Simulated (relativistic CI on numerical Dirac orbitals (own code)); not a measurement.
Ho I: calculation against measurement

Calculated at this level of theory: Dirac-Coulomb-Breit CI, separate exchange-only KLI orbitals for each configuration, a model potential for QED, valence Slater integrals scaled by 0.85, P86 correlation energy added to each configuration (own radial code, finite nucleus).

Configuration list (outside the closed core [Xe]): 4f11 6s2, 4f10 6s2 5d, 4f11 6s 6p, 4f10 6s2 6p, 4f11 6s 5d, 4f11 6s 6d, 4f11 6s 6f, 4f11 5d 6p, 4f11 6s 7s, 4f12 6g, 4f11 6s 8s, 4f11 6s 9s, 4f12 6p, 4f12 6s, 4f12 5d, 4f13, 4f11 7s2, 4f10 5d 7s2, 4f10 6p 7s2. Double excitations out of closed p, d and f shells are left out; levels of such configurations are missing from the list, as are those of other unlisted configurations, and high levels can miss mixing partners.

| Configuration | Term (tabulated) | J | Measured (cm⁻¹) | Computed | Error | Purity (%) |
| --- | --- | --- | --- | --- | --- | --- |
| 4f11 6s2 | 4I° | 15/2 | 0.0 | 0 | 0 | 97 |
| 4f11 6s2 | 4I° | 13/2 | 5419.7 | 5464 | 44 | 89 |
| 4f11 6s2 | 4I° | 11/2 | 8605.2 | 8603 | -2 | 82 |
| 4f11 6s2 | 4I° | 9/2 | 10695.8 | 10656 | -39 | 56 |
| 4f11 6s 6p | (15/2,1) | 17/2 | 16709.8 | 10440 | -6270 | 39 |
| 4f11 6s 6p | (15/2,1) | 17/2 | 24360.8 | 17209 | -7152 | 52 |

Measured levels from NIST Handbook of Basic Atomic Spectroscopic Data (Sansonetti and Martin, J. Phys. Chem. Ref. Data 34, 1559 (2005)); pairs were made by configuration, J and term (by order where the table uses no LS term), so strongly mixed levels may be paired wrongly.

Mean error by configuration (cm⁻¹): 4f11 6s2 1; 4f11 6s 6p -6711. Over the excited levels the mean absolute error is 2702 cm⁻¹ (5 of the 34 excited levels that our extract of the source holds in range could be paired, and the others can miss by more), and the median relative error of those above 1,000 cm⁻¹ is 0.81 %. Some levels of the ground configuration have no partner.
